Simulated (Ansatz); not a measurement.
Species: H$_{4}$AlSSi, SMILES `[SiH3][Al][SH]` (Si–Al–S–H torsion 180°) (charge 0, multiplicity 2).

### Question
Give a relaxed geometry from Ansatz (a first-principles code) with r2SCAN-D4/def2-TZVP.

### Answer
One answer among several that fit: the end point of this relaxation, one of several conformers (outside a Z-matrix the atoms follow the SMILES, hydrogens last).
Cartesian coordinates (Å) in one orientation:
```xyz
7

Si    -1.270     0.147    -0.782
Al     0.620    -0.875     0.454
S      2.527     0.201     0.220
H     -0.890     1.368    -1.547
H     -1.843    -0.840    -1.739
H     -2.354     0.517     0.171
H      3.245    -0.625     1.002
```
